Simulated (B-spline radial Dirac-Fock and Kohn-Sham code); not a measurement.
Cross section and asymmetry of the 4p3/2 subshell of Sb⁺

System: Sb⁺, configuration [Kr] 4d10 5s2 5p2. The computed 4p3/2 threshold is 124.8 eV; without correlation, outer thresholds are uncertain by 1 to 2 eV. With an open shell the threshold is an average over the terms of the final ion.

Level of theory: Dirac-Hartree-Slater photoionisation with all multipoles and Dirac-Fock thresholds; a radial finite-basis atomic code. Interchannel coupling and autoionising resonances are not included, so magnitudes near threshold are approximate.

Task: How do σ and β run from threshold to 400 eV kinetic energy?

Result: The cross section shows no minimum in this range. It is largest at the lowest energy, 0.442 Mb. β ranges from -0.48 (at 27.4 eV) to 1.45.

```
kinetic energy (eV)  σ (Mb)      β
                1.5   0.442   0.14
                2.3   0.439   0.10
                3.7   0.434   0.04
                5.7   0.428  -0.06
                9.0   0.418  -0.19
               14.0   0.402  -0.34
               21.9   0.381  -0.45
               34.2   0.355  -0.46
               53.5   0.330  -0.26
               83.7   0.309   0.17
              130.9   0.282   0.63
              204.6   0.234   1.04
              319.9   0.173   1.34
```
